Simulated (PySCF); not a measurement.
In(Cl)(Et)(OH) (C2H6ClInO), SMILES [In]([OH])([CH2]C)[Cl].

Geometry optimised at PBE0-D3(BJ)/def2-SVP. The def2 effective core potentials stand for the cores of In; spin–orbit coupling is left out. Other conformers were not sampled.

Method: PySCF with TDDFT-ωB97X/def2-SVPD.

Vertical excitations. Gas-phase values at a fixed geometry.

```tsv
state	energy (eV)	λ (nm)	f	main pairs
S1	6.12	203	0.002	HOMO→LUMO+1 82 %
S2	6.15	202	0.013	HOMO−1→LUMO 64 %, HOMO→LUMO+1 14 %, HOMO−3→LUMO 10 %
S3	6.26	198	0.170	HOMO→LUMO 58 %, HOMO−2→LUMO 21 %
S4	6.62	187	0.160	HOMO−1→LUMO+1 35 %, HOMO−2→LUMO 26 %, HOMO→LUMO 23 %, HOMO−4→LUMO 9 %
S5	6.67	186	0.022	HOMO−2→LUMO+1 42 %, HOMO−3→LUMO 37 %, HOMO−1→LUMO 10 %
S6	6.76	183	0.048	HOMO−2→LUMO+1 51 %, HOMO−3→LUMO 33 %
S7	6.81	182	0.049	HOMO−4→LUMO 33 %, HOMO−2→LUMO 29 %, HOMO−1→LUMO+1 11 %, HOMO−3→LUMO+1 8 %
S8	7.22	172	0.001	HOMO−4→LUMO+1 92 %
S9	7.33	169	0.163	HOMO−3→LUMO+1 45 %, HOMO−1→LUMO+1 28 %, HOMO−4→LUMO 7 %
S10	7.53	165	0.245	HOMO−3→LUMO+1 35 %, HOMO−4→LUMO 33 %, HOMO−1→LUMO+1 13 %
T1	5.20	239	0	HOMO→LUMO 81 %
T2	5.79	214	0	HOMO−1→LUMO 54 %, HOMO−3→LUMO 17 %, HOMO→LUMO+1 13 %
T3	5.86	212	0	HOMO→LUMO+1 81 %
T4	5.91	210	0	HOMO−2→LUMO 72 %
```
Triplets are in the Tamm–Dancoff approximation, which puts them higher than full response would, so one can lie above its singlet here.
